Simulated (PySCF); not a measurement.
C₂Si, SMILES [C][C][Si] (connectivity only; charge and spin as stated), neutral, multiplicity 1. Atoms are numbered in the order given.

```xyz
3

Si     0.0000     0.0000     1.0747
C      0.0000     0.0000    -0.6149
C      0.0000     0.0000    -1.8927
```
Charge 0, spin multiplicity 1.

Geometry optimised at PBE0-D3(BJ)/def2-TZVP. A frequency run showed that this geometry is not a minimum.

Two levels are set side by side: PBE/pcSseg-2 (PySCF) and KT2/pcSseg-2 (PySCF). GIAO shifts against TMS (²⁹Si), TMS (¹³C) at the same level; non-relativistic, no solvent, atoms listed together averaged. Differences are taken from unrounded values.

```json
[
 {"quantity": "δ(²⁹Si) of Si1 (ppm)", "KT2": "106.5"},
 {"quantity": "δ(¹³C) of C2 (ppm)", "KT2": "171.5"},
 {"quantity": "δ(¹³C) of C3 (ppm)", "KT2": "273.2"}
]
```

**Question.** What does PBE give, and how far is it from KT2? (Estimate from the structure and the level; the computed values follow.)

**Answer.** 
```json
[
 {"quantity": "δ(²⁹Si) of Si1 (ppm)", "PBE": "128.2", "PBE minus KT2": "21.8"},
 {"quantity": "δ(¹³C) of C2 (ppm)", "PBE": "178.8", "PBE minus KT2": "7.4"},
 {"quantity": "δ(¹³C) of C3 (ppm)", "PBE": "317.3", "PBE minus KT2": "44.1"}
]
```

Rough cost on one machine, each run with all the roots and properties that it gave: KT2 against PBE within a factor of 2.
